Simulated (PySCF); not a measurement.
Species: C6H13PSi.
SMILES with atom numbers: `[CH3:1]/[C:2]([SiH3:3])=[P:4]/[CH:5]1[CH2:6][CH2:7][CH2:8]1` (hydrogens: H9, H10, H11 on C1; H12, H13, H14 on Si3; H15 on C5; H16, H17 on C6; H18, H19 on C7; H20, H21 on C8)

The same species was optimised twice, with GFN2-xTB and with PBE0-D3(BJ)/def2-SVP (PySCF), and the same property calculations (PySCF, gas phase) were run on both structures.

```tsv
coordinate	GFN2-xTB	PBE0-D3(BJ)/def2-SVP	change
P4–C5 (Å)	1.866	1.855	-0.011
C2–Si3 (Å)	1.888	1.879	-0.009
C5–C8 (Å)	1.542	1.550	+0.008
C5–C6 (Å)	1.541	1.547	+0.006
C6–C7 (Å)	1.534	1.539	+0.005
C2=P4 (Å)	1.685	1.680	-0.005
C7–C8 (Å)	1.535	1.539	+0.004
C1–C2 (Å)	1.504	1.508	+0.004
P4–C5–C8 (°)	117.2	119.5	+2.3
Si3–C2–P4 (°)	129.0	126.6	-2.4
C2–P4–C5 (°)	103.9	106.1	+2.2
C1–C2–P4 (°)	116.1	117.8	+1.7
P4–C5–C6 (°)	114.8	116.5	+1.7
C6–C5–C8 (°)	89.3	88.1	-1.2
C6–C7–C8 (°)	89.8	88.8	-1.0
C5–C8–C7 (°)	89.5	88.5	-1.0
C2–P4–C5–C6 (°)	175	175	0
```

Rotational constants: A = 2451, B = 877.2, C = 700.5 MHz (GFN2-xTB) against A = 2475, B = 865.5, C = 690.6 MHz (PBE0-D3(BJ)/def2-SVP). Point groups within 0.08 Å: C1 and C1.

On the GFN2-xTB structure: HOMO (eV) -6.89 [PBE0/pcSseg-1]; LUMO (eV) -1.67 [PBE0/pcSseg-1]; dipole (D) 0.83 [PBE0/pcSseg-1]; GIAO shielding of C1 (ppm) 153.0 [PBE0/pcSseg-1]; GIAO shielding of C2 (ppm) -25.3 [PBE0/pcSseg-1]; GIAO shielding of Si3 (ppm) 430.3 [PBE0/pcSseg-1]; GIAO shielding of P4 (ppm) -88.0 [PBE0/pcSseg-1]; GIAO shielding of C5 (ppm) 148.0 [PBE0/pcSseg-1]; GIAO shielding of C6/C8 (mean) (ppm) 159.0 [PBE0/pcSseg-1]; GIAO shielding of C7 (ppm) 167.4 [PBE0/pcSseg-1].

Question: What do these properties become on the PBE0-D3(BJ)/def2-SVP structure?

Answer: 
```
                                    property          level  on GFN2-xTB  on PBE0-D3(BJ)/def2-SVP  change
                                   HOMO (eV)  PBE0/pcSseg-1        -6.89                    -6.98   -0.09
                                   LUMO (eV)  PBE0/pcSseg-1        -1.67                    -1.71   -0.04
                                  dipole (D)  PBE0/pcSseg-1         0.83                     0.71   -0.12
energy, GFN2-xTB geometry as zero (kcal/mol)  PBE0/pcSseg-1          0.0                     -1.8    -1.8
                  GIAO shielding of C1 (ppm)  PBE0/pcSseg-1        153.0                    153.0     0.0
                  GIAO shielding of C2 (ppm)  PBE0/pcSseg-1        -25.3                    -21.4    +3.9
                 GIAO shielding of Si3 (ppm)  PBE0/pcSseg-1        430.3                    431.2    +0.9
                  GIAO shielding of P4 (ppm)  PBE0/pcSseg-1        -88.0                    -91.0    -3.0
                  GIAO shielding of C5 (ppm)  PBE0/pcSseg-1        148.0                    144.2    -3.8
        GIAO shielding of C6/C8 (mean) (ppm)  PBE0/pcSseg-1        159.0                    154.7    -4.3
                  GIAO shielding of C7 (ppm)  PBE0/pcSseg-1        167.4                    161.8    -5.6
```

The heavy atoms differ by 0.078 Å rms after alignment. Among bonds between heavy atoms P4–C5 changes most (-0.011 Å). Changes are differences of the printed values. Neither structure is proved a minimum here.

Shape of the structure used: `[CH3:1]/[C:2]([SiH3:3])=[P:4]/[CH:5]1[CH2:6][CH2:7][CH2:8]1`: C2–P4–C5–C6 175°.
